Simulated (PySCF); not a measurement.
Gas-phase reaction: 4 InH₃ + 3 C₄H₈ (isobutene) = 4 In(CH₃)₃

Energies from PySCF, thermal terms from the rigid-rotor harmonic-oscillator model, ideal gas at 1 bar. † marks an energy on the PBE0/def2-TZVP geometry and frequencies; other levels use their own. All species are closed-shell singlets. B3LYP is the form with VWN-RPA correlation. In: scalar-relativistic def2 core potential, no spin-orbit coupling. Methyl groups turn as free rotors in In(CH₃)₃. InH₃: computed as isolated molecules; such fragments, hydroxides, amides, oligomers or adducts are transient or little studied in the gas. The harmonic model lacks anharmonicity and excited electronic states, which grow with temperature; levels with a mode under 35 cm⁻¹ are left out. Internal rotation in C₄H₈ (isobutene) is treated as a harmonic vibration of one conformer, which makes the entropy rough. Soft modes under 120 cm⁻¹ make the harmonic entropy rough for In(CH₃)₃.

```json
[
 {"level": "B3LYP/def2-TZVP†", "ΔE electronic, kJ": "-449", "ΔH°(298 K), kJ": "-370", "ΔS°(298 K), J/K": "-302", "ΔG°(1000 K), kJ": "-69"},
 {"level": "BLYP/def2-TZVP†", "ΔE electronic, kJ": "-440", "ΔH°(298 K), kJ": "-362", "ΔS°(298 K), J/K": "-302", "ΔG°(1000 K), kJ": "-60"},
 {"level": "M06-2X/def2-TZVP†", "ΔE electronic, kJ": "-560", "ΔH°(298 K), kJ": "-481", "ΔS°(298 K), J/K": "-302", "ΔG°(1000 K), kJ": "-179"},
 {"level": "PBE/def2-TZVP†", "ΔE electronic, kJ": "-503", "ΔH°(298 K), kJ": "-424", "ΔS°(298 K), J/K": "-302", "ΔG°(1000 K), kJ": "-122"},
 {"level": "PBE0/def2-TZVP", "ΔE electronic, kJ": "-506", "ΔH°(298 K), kJ": "-427", "ΔS°(298 K), J/K": "-302", "ΔG°(1000 K), kJ": "-125"},
 {"level": "ωB97M-V/def2-TZVP†", "ΔE electronic, kJ": "-492", "ΔH°(298 K), kJ": "-414", "ΔS°(298 K), J/K": "-302", "ΔG°(1000 K), kJ": "-112"}
]
```
ΔH° is lowest at M06-2X/def2-TZVP† and highest at BLYP/def2-TZVP†. No reference value is set beside these.
